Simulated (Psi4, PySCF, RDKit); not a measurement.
Internal rotation in C4H9Br, SMILES CCCCBr, singlet. Scanned: dihedral C2–C3–C4–Br5; all other coordinates were relaxed at GFN2-xTB. Points at φ and −φ are mirror images. Heavy atoms are numbered in the order of the SMILES CCCCBr, hydrogens after them in the order of the atoms that carry them; the mirror image has the same energies with the sign of each dihedral reversed.

- RKS-B3LYP/6-31G* = restricted B3LYP/6-31G*, spherical d, density fitting // GFN2-xTB run with PySCF
- RHF/LANL2DZ = restricted Hartree-Fock/LANL2DZ, with its core potentials past Ne // GFN2-xTB in PySCF
- UFF // GFN2-xTB (RDKit)
- M06-2X/def2-TZVP // GFN2-xTB (Psi4)

Energies relative to the lowest point of each profile, in mEh; the last columns give the difference from M06-2X:

| φ / ° | RKS-B3LYP/6-31G* | RHF/LANL2DZ | UFF | M06-2X/def2-TZVP | RKS-B3LYP/6-31G* − M06-2X/def2-TZVP | RHF/LANL2DZ − M06-2X/def2-TZVP | UFF − M06-2X/def2-TZVP |
|---|---|---|---|---|---|---|---|
| -150 | 2.8 | 2.9 | 3.4 | 2.9 | -0.1 | 0.0 | 0.5 |
| -120 | 5.7 | 5.8 | 6.8 | 5.7 | 0.0 | 0.1 | 1.0 |
| -90 | 2.7 | 2.7 | 3.3 | 2.2 | 0.6 | 0.5 | 1.1 |
| -60 | 1.2 | 1.5 | 2.2 | 0.0 | 1.2 | 1.5 | 2.2 |
| -30 | 6.2 | 6.9 | 8.3 | 4.8 | 1.4 | 2.1 | 3.5 |
| 0 | 9.9 | 10.7 | 12.6 | 8.5 | 1.4 | 2.2 | 4.1 |
| 30 | 6.2 | 6.9 | 8.3 | 4.8 | 1.4 | 2.1 | 3.5 |
| 60 | 1.2 | 1.5 | 2.2 | 0.0 | 1.2 | 1.5 | 2.2 |
| 90 | 2.7 | 2.7 | 3.3 | 2.2 | 0.6 | 0.5 | 1.1 |
| 120 | 5.7 | 5.8 | 6.8 | 5.7 | 0.0 | 0.1 | 1.0 |
| 150 | 2.8 | 2.9 | 3.4 | 2.9 | -0.1 | 0.0 | 0.5 |
| 180 | 0.0 | 0.0 | 0.0 | 0.0 | 0.0 | 0.0 | 0.0 |

RKS-B3LYP/6-31G* is furthest from M06-2X/def2-TZVP at -30 (1.4 mEh, above); its mean absolute difference over the points is 0.7 mEh.

RHF/LANL2DZ is furthest from M06-2X/def2-TZVP at 0 (2.2 mEh, above); its mean absolute difference over the points is 0.9 mEh.

UFF is furthest from M06-2X/def2-TZVP at 0 (4.1 mEh, above); its mean absolute difference over the points is 1.7 mEh.
